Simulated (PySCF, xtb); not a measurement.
CH3Cl2NSi2, SMILES Cl[Si]1(Cl)N=C[SiH2]1.

GFN2-xTB run with xtb 6.7.1 at its own geometry gives an orbital gap of 2.05 eV and a dipole moment of 3.89 D.

The structure is a stationary point at B3LYP-D3(BJ)/def2-SVP. This is a generated structure with no PubChem entry under its InChIKey; it may be hypothetical.

Q: What does M06-2X/def2-TZVP run with PySCF give? (Estimate from the structure and the level; the computed values follow.)

A: gap 7.89 eV (levels -8.56 and -0.66 eV), dipole 3.16 D.
